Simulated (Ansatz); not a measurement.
An input meant for (F2Al-mu-PH2)3 (Al3P3H6F6) (charge 0, singlet; atoms displaced at random, 0.15 Å in each coordinate; with a point charge).

```yaml
crystal:
  periodic: [false, false, false]
  atoms:
    - {symbol: Al, position_ang: [2.146406, -0.082678, -0.031588]}
    - {symbol: F, position_ang: [3.764207, -0.251013, -0.261746]}
    - {symbol: F, position_ang: [1.648014, 0.867040, 1.318688]}
    - {symbol: P, position_ang: [0.780386, 0.745703, -1.465168]}
    - {symbol: Al, position_ang: [-1.308475, 2.331283, -0.599605]}
    - {symbol: F, position_ang: [-0.280940, 3.975436, -0.162430]}
    - {symbol: F, position_ang: [-2.379254, 2.179025, -1.718854]}
    - {symbol: P, position_ang: [-1.489132, 0.754755, 1.119376]}
    - {symbol: Al, position_ang: [-1.578159, -1.548975, 0.190776]}
    - {symbol: F, position_ang: [-2.429004, -2.505411, 1.380309]}
    - {symbol: F, position_ang: [-1.594193, -1.359696, -1.144289]}
    - {symbol: P, position_ang: [0.777755, -2.171760, 0.754013]}
    - {symbol: H, position_ang: [1.598986, 1.452993, -2.574353]}
    - {symbol: H, position_ang: [0.202292, -0.028981, -2.734801]}
    - {symbol: H, position_ang: [-2.711762, 0.991509, 1.825188]}
    - {symbol: H, position_ang: [-0.563410, 1.029975, 2.150833]}
    - {symbol: H, position_ang: [1.318159, -2.381926, 1.981614]}
    - {symbol: H, position_ang: [1.102412, -3.215376, -0.283392]}
basis:
  gaussian: {orbitals: STO-3G, point_charges: [{charge: 2.00, position_ang: [6.599, 0.529, 0.111]}]}
magnetization: {spin_polarized: true, initial_magnetization: 1}
hamiltonian: {xc: {name: PBEsol}, dispersion: d4}
scf: {lower_state_search: full}
output: {forces: true}
```

```sh
$ ansatz run in.yaml --threads 2 --pin off --events-out ev --progress --plain --max-ram 20480MiB --backend cpu
```

Shortened log:

```
Error: a molecule whose nuclei and cores have a total charge of 144 cannot have a net charge of 0 together with 1 unpaired electrons
```

In this input the number of unpaired electrons doesn't fit the electron count. The input was rejected before any iteration.
